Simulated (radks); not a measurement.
Values are calculated unless marked as measured or tabulated.
Question: Yb4+, 66 electrons, occupied as [Xe] 4f10 6s2 (not the ground configuration). Level of theory: scalar-relativistic Kohn-Sham, r2SCAN, spin-polarised, spherical densities, finite nucleus; open shells are filled with parallel spins first (spin-orbit coupling, left out, can overturn this in heavy ions); meta-GGA in the generalised Kohn-Sham scheme; Fermi nuclear charge, rms radius 5.3108 fm (a radial shooting solver on a logarithmic mesh with Libxc functionals). Some entries of the table are withheld. Estimate them.

orbital  occ.  eigenvalue (hartree)  <1/r> (bohr^-1)  <r> (bohr)
1s up       1             -2256.226            80.61     0.01966
1s down     1             -2256.226            80.61     0.01966
2s up       1             -385.7697            18.81     0.08333
2s down     1             -385.7690            18.81     0.08333
2p up       3             -340.2507            17.26     0.07416
2p down     3             -340.2497            17.26     0.07416
3s up       1             -89.89624            6.957      0.2166
3s down     1             -89.79067            6.963      0.2164
3p up       3             -76.10856            6.469      0.2162
3p down     3             -76.00280            6.475      0.2160
3d up       5             -59.28271            6.117      0.1963
3d down     5             -59.20172            6.122      0.1961
4s up       1             -20.48365            2.949      0.4854
4s down     1             -20.27703            2.946      0.4856
4p up       3             -15.90313            2.700      0.5138
4p down     3             -15.69992            2.696      0.5142
4d up       5              -9.84366            2.403      0.5503
4d down     5              -9.64275            2.398      0.5515
5s up       1              -4.51287            1.198       1.116
5s down     1              -4.43714            1.181       1.127
5p up       3              -3.28954            1.041       1.263
5p down     3              -3.23721            1.027       1.277
4f up       7              -3.14130            1.944      0.6422
4f down     3              -2.94996            1.924      0.6527
6s up       1                   (1)           0.5154         (2)
6s down     1                   (3)           0.5102         (4)

Answer: 
(1) 6s up eigenvalue (hartree): -1.46559
(2) 6s up <r> (bohr): 2.495
(3) 6s down eigenvalue (hartree): -1.44994
(4) 6s down <r> (bohr): 2.520
